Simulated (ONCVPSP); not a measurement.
## Before and after: ONCV potential for Co (Z = 27)

ONCVPSP 4.0.1 input, shortened (lines: element, Z, core and valence counts, functional; n l f; lmax; l rc ep ncon nbas qcut; lloc lpopt rc5 dvloc0; l nproj debl; icmod fcfact rcfact), PBE, scalar-relativistic:

```
  Co 27.00    5    2        4      upf
    1    0    2.00
    2    0    2.00
    2    1    6.00
    3    0    2.00
    3    1    6.00
    3    2    7.00
    4    0    2.00
    2
    0    2.25    0.00    4    7    2.70
    1    2.45    0.02    4    9    3.00
    2    0.90    0.00    4    7   17.40
    4    5    0.60    0.00
    0    2    3.90
    1    2    2.70
    2    2    2.80
    0    0.00    0.00
```

In the p channel the program set the typed energies aside and used 0.050, 2.750 Ha.

Change: all radii scaled by about 0.88 (s 1.98, p 2.16, d 0.80 bohr); local potential polynomial inside 0.52 bohr (lpopt 5, dvloc0 0 Ha).

Cutoffs: the cutoffs (Ha) at which the residual kinetic energy of the hardest occupied pseudo-wave falls to 1 and 0.1 mHa per electron; they do not see the model core or the augmentation charge, which bear on the density cutoff. Errors are all-electron minus pseudo energies relative to the spin-unpolarised reference configuration.

Problem. How do hardness, ghosts and transferability respond?

Solution. The potential gets harder (113 Ha and 129 Ha → 125 Ha and 141 Ha); both files keep a bound ghost (p, s); of the 4 tests that both files solve, the error grows in 1 and shrinks in 0 by more than 15 % and 0.3 meV (median size 112.4 → 123.0 meV). A smaller radius makes the pseudo-wave follow the all-electron one further in, where it bends more sharply, so more plane waves are needed.

```csv
quantity,base,changed
"cutoff, loose",113 Ha,125 Ha
"cutoff, tight",129 Ha,141 Ha
loose cutoff by channel,"s 6.9 Ha, d 113 Ha","s 6.6 Ha, d 125 Ha"
bound ghosts,"s, p","s, p"
GHOST(+) flags under 300 eV,s at 145.3 eV,s at 136.1 eV
"error for 3d7 4s1, meV [ΔE 9.03 eV]",+3.0,+2.6
"error for 3d7 4s0, meV [ΔE 25.82 eV]",+59,+58
"error for 3d6 4s0, meV [ΔE 61.69 eV]",+166,+197
"error for 3d6 4s2 4p1, meV [ΔE 9.66 eV]",-176,-188
```

 A true bound ghost makes a file unfit for plane-wave use even where its test errors are small: the radial tests pick states by their node count and pass the ghost by.
